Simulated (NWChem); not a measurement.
System: Si₂NH₆OCl; SMILES N[Si@H](Cl)[SiH2]O

```xyz
11

N     -2.0166    -0.5129     0.3997
Si    -0.5106    -0.4797    -0.4211
Cl     0.7883    -2.0693     0.0548
Si     0.7592     1.3754     0.2109
O     -0.0763     2.7632    -0.2047
H     -2.0700    -0.3142     1.3924
H     -2.7438    -1.1600     0.1143
H     -0.7951    -0.6149    -1.8759
H      2.0971     1.3123    -0.4601
H      1.0017     1.2991     1.6902
H      0.3541     3.6009    -0.0093
```
Atoms are numbered in this order, from 1.

Program: NWChem. The geometry was optimised at PBE0/def2-SVP. Total energies of different functionals are on different scales.

| level | energy (Ha) | highest occupied level (eV) | orbital gap (eV) | dipole (D) |
|---|---|---|---|---|
| PBE/def2-TZVP | -1172.3460 | -6.45 | 5.16 | 2.02 |
| B3LYP/def2-TZVP | -1173.0476 | -7.56 | 6.91 | 1.99 |
| TPSSh/def2-TZVP | -1173.0394 | -7.08 | 6.34 | 2.04 |
| CAM-B3LYP/def2-TZVP | -1172.9662 | (withheld) | (withheld) | 2.00 |
| PBE0/def2-TZVP | -1172.4464 | -7.78 | 7.34 | 2.01 |

Task: What belongs in the gaps?

Result: 
- CAM-B3LYP/def2-TZVP, highest occupied level (eV): -9.12
- CAM-B3LYP/def2-TZVP, orbital gap (eV): 9.68
